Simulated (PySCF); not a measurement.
System: C4H10O, charge 0, multiplicity 1. 
Structure (B3LYP-D3(BJ)/def2-TZVP (Ansatz) minimum search):
SMILES: CC(CO)C
```xyz
15

C     -1.6569    -0.7964    -0.3856
C     -0.5228     0.0477     0.1947
C     -0.4662     1.4303    -0.4530
C      0.8014    -0.6876     0.0491
O      1.8200     0.0545     0.7163
H     -2.6169    -0.2924    -0.2622
H     -1.7250    -1.7709     0.1027
H     -1.5095    -0.9663    -1.4559
H     -0.6973     0.1753     1.2686
H     -0.3111     1.3425    -1.5325
H      0.3503     2.0219    -0.0410
H     -1.4004     1.9726    -0.2940
H      0.7135    -1.6921     0.4817
H      1.0401    -0.8001    -1.0178
H      2.6631    -0.3907     0.5888
```
Charge 0, spin multiplicity 1.

Dispersion corrections to the total energy (kcal/mol) from the dftd3 and dftd4 libraries through PySCF: D3(BJ) without and D4 with the three-body term, each with the damping fitted for the functional named.

```csv
functional,D3(BJ),D4
BHLYP,-8.20,-6.43
PW6B95,-2.93,-5.12
HF,-49.31,…
B2GP-PLYP,-3.33,-2.52
r2SCAN,-1.88,-1.59
CAM-B3LYP,-4.76,…
HSE06,-3.99,…
```

Question: Fill in the missing entries.

Answer: 
- HF, D4: -23.05
- CAM-B3LYP, D4: -5.01
- HSE06, D4: -4.65
